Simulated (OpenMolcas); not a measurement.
What dynamic correlation does to the levels of F4+

- Program: OpenMolcas
- Basis: ANO-RCC-VQZP [5s4p3d2f1g]
- Scalar Hamiltonian: DKH2, point nucleus
- Active space: 3 electrons in 4 orbitals (2s 2p)
- State averaging: 2S+1 = 4 odd, 1 root; 2S+1 = 2 odd, 11 roots (8 in the spin-orbit step); 2S+1 = 4 even, 3 roots; 2S+1 = 2 even, 9 roots
- Spin-orbit coupling: RASSI with atomic mean-field integrals over the reference wave functions, term energies averaged over their components

Methods on the same reference wave functions:
A. CASSCF
B. SS-CASPT2, IPEA 0.25 Eh, imaginary shift 0.1 Eh (closed shells correlated: 1s)

Energies in cm-1 above 2s2 2p 2P* 1/2, the measured ground level; measured values from Moore, Atomic Energy Levels, vol. I, NSRDS-NBS 35 (1971 reprint of NBS Circular 467, 1949).

```
         Level       A       B  Measured
2s2 2p 2P* 1/2     0.0     0.0       0.0
2s2 2p 2P* 3/2     688     688       746
 2s 2p2 4P 1/2   79505   84500          
 2s 2p2 4P 3/2   79753   84750          
 2s 2p2 4P 5/2   80160   85160          
 2s 2p2 2D 3/2  158705  152850    152898
 2s 2p2 2D 5/2  158708  152860    152876
 2s 2p2 2S 1/2  202345  197730    197565
 2s 2p2 2P 1/2  226513  216280    214881
 2s 2p2 2P 3/2  226994  216760    215348
   2p3 4S* 3/2  273760  275550
```

Deviations, from unrounded energies. A percentage is the sum of absolute deviations over the sum of measured energies, with the sign that they share, or ± where signs differ.

| Against measurement | Levels | A | B |
| --- | --- | --- | --- |
| mean absolute deviation (cm-1) | 6 | 6600 | 520 |
| fine structure of the ground term (%) | 1 | -7.8 | -7.8 |
| other configurations (%) | 5 | +4.3 | ±0.3 |

B lies closest to measurement on these levels. The largest miss of B in the table is 2s 2p2 2P 3/2, by +1400 cm-1. The ranking rests on the paired levels alone, and a cruder setting can come out closer through cancelling errors.

The lowest spin-free term lies below A's lowest term by 0.052 hartree in B.

Measured partners are found by configuration, term and J. A level has none where our copy of the source lacks it or the pairing is in doubt (some pairs that miss far off the trend of their configuration count as doubtful), and it then counts in no deviation. Only configurations of the active space appear. The table leaves out levels that lie high or whose names do not pair safely across all columns.

* marks odd parity.
